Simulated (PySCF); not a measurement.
# Working out the ionisation energy of Pt²⁺

Pt²⁺ [Xe] 4f14 5d8 (3F) → Pt³⁺ [Xe] 4f14 5d7 (4F). All numbers are calculated (PySCF 2.14, a scalar-relativistic core potential, in def2-SVPD with the def2 core potential (60 electrons)). Frozen: nothing. Energies in hartree (1 hartree = 27.21139 eV):

```tsv
part	Pt²⁺ (lower)	Pt³⁺ (upper)
UHF	-117.491644	-116.403621
MP2 opposite-spin	-0.128169	-0.106142
MP2 same-spin	-0.064045	-0.053951
```

Q: What does Hartree-Fock give?

A: (-116.403621) − (-117.491644) = 1.088023 hartree = 29.607 eV.

Q: What do MP2 and SCS-MP2 (6/5 opposite-spin, 1/3 same-spin) give?

A: The opposite-spin parts differ by 0.599 eV and the same-spin parts by 0.275 eV. MP2: 29.607 + (0.599) + (0.275) = 30.481 eV. SCS-MP2: 29.607 + 1.2 × (0.599) + (0.275)/3 = 30.417 eV.

Reference: 29 ± 1.6 eV (theoretical estimate listed by NIST; NIST Atomic Spectra Database, ionization energies), between the lowest levels; spin-orbit coupling is absent from the calculation.

A double-zeta basis recovers only part of the correlation energy.

What remains against the reference includes basis incompleteness and correlation beyond second order.
